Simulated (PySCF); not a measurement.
An unknown shows these calculated signals:

1H NMR (400 MHz, computed): δ 7.42 (m, 1H), 6.09 (m, 1H), 5.14 (s, 3H).

13C{1H} NMR (computed): δ 177.2 (C), 140.5 (CH), 99.4 (CH).

Single conformer, isolated molecule, non-relativistic Hamiltonian, fast rotation and ring inversion assumed for equivalent nuclei. PBE0/pcSseg-1 with gauge-including orbitals; geometry: GFN2-xTB; PySCF.

References, each an isolated molecule treated in the same way: 1H (σ = 31.72 ppm), 13C (σ = 186.93 ppm) against TMS.

Which of these does the molecule contain: a (CH3)2CH unit, a Si–H bond, a ketone, a CF3 group, a heteroaromatic ring?

Answers


- A (CH3)2CH unit: no.
- A Si–H bond: yes (δH 5.14 (s)).
- A ketone: no.
- A CF3 group: no.
- A heteroaromatic ring: yes.

The data belong to SMILES Fc1ccn([SiH3])n1, C3H5FN2Si; they needn't prove each group on their own.

Carbon signals by region: 1 in the far downfield region (above 160 ppm), 1 in the sp2 and nitrile region (100–160 ppm), 1 at 50–100 ppm. Above 160 ppm: 177.2, aromatic carbon bearing fluorine.

Splittings by 19F in the carbon and heteronuclear signals aren't shown, as no couplings were computed. Shifts are as computed. Against solution values, carbons near 30 ppm lie about +3 ppm off and those near 130 ppm about +5 ppm. Of 1211 compounds with measured shifts, 218 miss one by over three times the rms of a fit or turn the order of signals round; such compounds aren't used in these exercises. No couplings were computed; multiplicities are counted from neighbouring protons, with m where these are inequivalent, close in shift, in a saturated or five-membered ring or joined by F or P, and br s for small geminal =CH2 splittings.
